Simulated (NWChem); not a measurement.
Molecule: BeHSCl; SMILES [SH][Be][Cl]

```xyz
4

Be     0.0174    -0.0043     0.0000
Cl    -0.0563    -1.8177     0.0000
S      0.1156     1.8938     0.0000
H     -1.2331     2.0159     0.0000
```
Atoms are numbered in this order, from 1.

Computed with NWChem. Structure relaxed at the PBE0/def2-SVP level. Static field.

Task: What does the run give for LDA (Slater exchange, VWN5)/Sadlej pVTZ? Quantities: isotropic polarisability (bohr³); anisotropy (bohr³).

Result: 
```
Property                          Value
--------------------------------  -----
isotropic polarisability (bohr³)   53.8
anisotropy (bohr³)                 25.3
```
